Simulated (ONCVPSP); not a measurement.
Ni: excitation energies, all-electron against ONCV

nickel (Ni), optimised norm-conserving Vanderbilt (ONCV), made with ONCVPSP 4.0.1 (PBE, scalar-relativistic). Core [Ne], reference 3s2 3p6 3d8 4s2. Waves: 3s+4s: rc 1.35 bohr, ncon 4, nbas 9, qcut 8.3 1/bohr, 2 projectors; 3p: rc 0.80 bohr, ncon 4, nbas 7, qcut 10.7 1/bohr, 2 projectors, debl 3.3 Ha; 3d: rc 1.25 bohr, ncon 5, nbas 10, qcut 15 1/bohr, 2 projectors, debl 4 Ha. Local part: polynomial inside 0.70 bohr (lpopt 5, dvloc0 2 Ha). Core correction: Teter function, fcfact 5.5, rcfact 1.25.

Energies are relative to the spin-unpolarised reference configuration 3s2 3p6 3d8 4s2; without spin polarisation the order of configurations can differ from experiment.

```json
{"valence configuration": "3s2 3p6 3d8 4s1", "charge": "+1", "ΔE all-electron (eV)": "9.323", "error AE − PS (meV)": "-0.4"}
{"valence configuration": "3s2 3p6 3d8 4s0", "charge": "+2", "ΔE all-electron (eV)": "26.674", "error AE − PS (meV)": "-0.1"}
{"valence configuration": "3s2 3p6 3d7 4s0", "charge": "+3", "ΔE all-electron (eV)": "64.140", "error AE − PS (meV)": "-5.0"}
```

What are ΔE and the potential's error for 3s2 3p6 3d8.5 4s1.5?

ΔE = -1.183 eV all-electron; the error (AE − PS) is +1.1 meV.
